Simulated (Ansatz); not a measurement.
W3Se5. Total charge 0; triplet. Geometry PBE-D4/def2-SVP; atoms count from 1.

```xyz
8

W    -1.228   -0.366   -0.991
W     0.381   -0.890    0.711
W     0.781    1.410    0.157
Se    2.731    0.052   -0.148
Se   -2.260   -1.151    1.025
Se    0.294    1.108    2.484
Se   -0.876    2.043   -1.629
Se    0.177   -2.206   -1.608
```

In the def2 sets W takes a core potential; there is no spin–orbit coupling. At PBE0-D4/def2-SVP a singlet of charge 0 lies 1.23 eV below the triplet, each at its own geometry. The structure comes from a short search, and lower isomers may exist.

(1) Estimate the Mulliken populations from the PBE0/def2-SVP orbitals of Ansatz.

(2) Where does the spin sit?

(3) And the Mayer bond orders between bonded heavy atoms (over 0.3)?

## Answers

(1) 
| atom | charge (e) | spin (α − β) | d electrons |
| --- | --- | --- | --- |
| W1 | 0.49 | 0.70 | 4.63 |
| W2 | 0.50 | 0.13 | 4.60 |
| W3 | 0.49 | 0.70 | 4.63 |
| Se4 | -0.28 | 0.12 | – |
| Se5 | -0.28 | 0.12 | – |
| Se6 | -0.28 | 0.12 | – |
| Se7 | -0.38 | -0.04 | – |
| Se8 | -0.28 | 0.12 | – |
Mulliken values and Mayer orders depend strongly on the basis.

(2) Summed by element: W 1.54, Se 0.46, of 2 unpaired in all. Largest on single atoms: W3 0.70, W1 0.70, W2 0.13.

(3) W1–W2 1.62 (2.40 Å); W1–W3 0.57 (2.92 Å); W1–Se5 1.32 (2.40 Å); W1–Se7 0.94 (2.52 Å); W1–Se8 1.32 (2.40 Å); W2–W3 1.62 (2.40 Å); W2–Se4 0.72 (2.67 Å); W2–Se5 0.72 (2.67 Å); W2–Se6 0.72 (2.67 Å); W2–Se8 0.72 (2.67 Å); W3–Se4 1.32 (2.40 Å); W3–Se6 1.32 (2.40 Å); W3–Se7 0.94 (2.52 Å).
